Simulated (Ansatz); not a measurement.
Reaction (ligand exchange at a Zn–N bond): `[F][Zn][N]([SiH3])[SiH3]` + HCl → `[F][Zn][Cl]` + `[SiH3]N[SiH3]`

Program: Ansatz. Geometries: PBE0-D4/def2-TZVP. ΔE: electronic, gas phase. CCSD(T)/CBS adds triple-zeta CCSD(T) − MP2 to the extrapolated MP2 energy (def2 sets, frozen cores). This one scheme is used for every species. DFT in def2-TZVPP. For Zn outer-core shells are correlated without core-valence functions, which leaves a few kJ/mol of doubt a bond. Scalar relativity is left out up to krypton. One conformer a species, not always the lowest.

`[F][Zn][N]([SiH3])[SiH3]`:

```xyz
11

F     1.627    3.366    0.611
Zn    0.880    1.819    0.330
N     0.101    0.209    0.038
Si   -0.591   -0.096   -1.515
Si    0.090   -0.941    1.327
H     0.055   -1.257   -2.188
H    -2.050   -0.379   -1.422
H    -0.394    1.115   -2.361
H     0.771   -0.332    2.504
H     0.807   -2.192    0.956
H    -1.297   -1.314    1.720
```

HCl:

```xyz
2

Cl    0.519   -0.009    0.374
H    -0.519    0.009   -0.374
```

`[F][Zn][Cl]`:

```xyz
3

F    -0.095   -1.846    0.096
Zn   -0.006   -0.111    0.006
Cl    0.101    1.957   -0.102
```

`[SiH3]N[SiH3]`:

Cartesian coordinates in Å:
```
Si -1.364 -0.558 0.516
N 0.118 -0.502 -0.367
Si 1.319 0.736 -0.393
H -1.581 0.787 1.103
H -1.338 -1.566 1.613
H -2.502 -0.910 -0.376
H 0.338 -1.332 -0.900
H 0.757 1.914 0.312
H 1.673 1.106 -1.791
H 2.580 0.324 0.284
```

CCSD(T)/CBS gives -89.5 kJ/mol.

Question: Another level gave -91.9 kJ/mol. Which?
A. BHLYP-D4/def2-TZVPP
B. BHLYP/def2-TZVPP
C. LDA (SPW92)/def2-TZVPP
D. revPBE/def2-TZVPP

Answer: D. revPBE -91.9, BHLYP-D4 -97.0, LDA (SPW92) -79.8, BHLYP -105.3 kJ/mol.

Largest T1 diagnostic among the species: 0.016.

From r2SCAN to r2SCAN0 (25 % exact exchange), in def2-TZVPP and without D4, ΔE moves by −6.1 kJ/mol. The D4 term adds +8.3 kJ/mol with B3LYP and +4.6 kJ/mol with PBE0; it sums over pairs of atoms, weighted by their polarisabilities, and B3LYP, whose exchange is more repulsive, gets the larger term.

CCSD(T)/CBS has its own doubt, a few kJ/mol and more with outer-core shells, so smaller differences from it don't rank the levels.

B3LYP here is the variant with VWN-RPA as its local correlation; programs differ in this.
